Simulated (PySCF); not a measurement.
How methods differ on the ionisation energy of Fe²⁺

Fe²⁺ [Ar] 3d6 (5D) → Fe³⁺ [Ar] 3d5 (6S), as a difference of total energies. Calculation: PySCF 2.14, in x2c-TZVPall; the spin-free X2C one-electron Hamiltonian (Gaussian nucleus). Correlated levels: valence: [Ar] frozen. The calculations carry no spin-orbit coupling.

| method | ionisation energy (eV) |
| --- | --- |
| UHF | 28.267 |
| MN15 | 31.097 |
| M06-2X | 30.631 |
| MP2 (valence) | 29.568 |
| SCS-MP2 (valence) | 29.669 |

Task: How much does correlation contribute at MP2 (valence)?

Result: 29.568 − (28.267) = 1.301 eV, measured against UHF.

The reference lies between the lowest fine-structure levels, while these numbers refer to the centres of the terms.

Errors of the correlated levels include the incompleteness of this basis and the frozen core.

For comparison: 30.651 ± 0.012 eV (measured; NIST Atomic Spectra Database, ionization energies).
